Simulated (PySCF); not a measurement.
Identify the compound

Molecular formula: C$_{3}$H$_{5}$FN$_{2}$Si. Simulated spectra:

¹H NMR (400 MHz, computed): δ 5.46 (m, 1H), 5.06 (m, 2H), 0.24 (br s, 2H).

¹³C{¹H} NMR (computed): δ 195.6 (C), 116.9 (C), 99.2 (CH).

[PySCF: GFN2-xTB geometry; shieldings: GIAO PBE0/pcSseg-1; isolated molecule; single conformer; fast rotation and ring inversion assumed for equivalent nuclei; no relativistic terms]

Shifts are taken against calculated references (same method and geometry level): TMS for ¹H, ¹³C.

Question: Choose the structure that fits.
A. F[SiH2]c1c[nH]cn1
B. N#C/C=C(\F)[SiH2]N
C. Fc1ccn([SiH3])n1
D. Fc1nccn1[SiH3]

Answer: B. 

The formula gives 3 degrees of unsaturation (no ring in the answer). 3 carbon signals for 3 carbons: no two carbons are equivalent. Carbon types of the structure: 2 × C, 1 × CH, leaving 4 H on heteroatoms. δC 195.6: fully substituted alkene carbon. δC 116.9: nitrile carbon; C≡N carbons fall here, among the sp2 signals but without a proton. δC 99.2: alkene CH. δH 5.46: hydrogen on an alkene CH; olefinic region. δH 0.24: hydrogen on a nitrogen bonded to Si; exchangeable, gas-phase position.

The others: Fc1nccn1[SiH3] would give 3 signals for carbon-bound and other non-exchanging H, not 2; F[SiH2]c1c[nH]cn1 would give 3 signals for carbon-bound and other non-exchanging H, not 2; Fc1ccn([SiH3])n1 would give 3 signals for carbon-bound and other non-exchanging H, not 2.

OH/NH shifts are gas-phase values; hydrogen bonding in solution moves them, usually downfield. Splittings by ¹⁹F in the carbon and heteronuclear signals aren't shown, as no couplings were computed. Shifts are as computed. Against solution values, carbons near 30 ppm lie about +3 ppm off and those near 130 ppm about +5 ppm. Of 1211 compounds with measured shifts, 218 miss one by over three times the rms of a fit or turn the order of signals round; such compounds aren't used in these exercises. No couplings were computed; multiplicities are counted from neighbouring protons, with m where these are inequivalent, close in shift, in a saturated or five-membered ring or joined by F or P, and br s for small geminal =CH2 splittings.
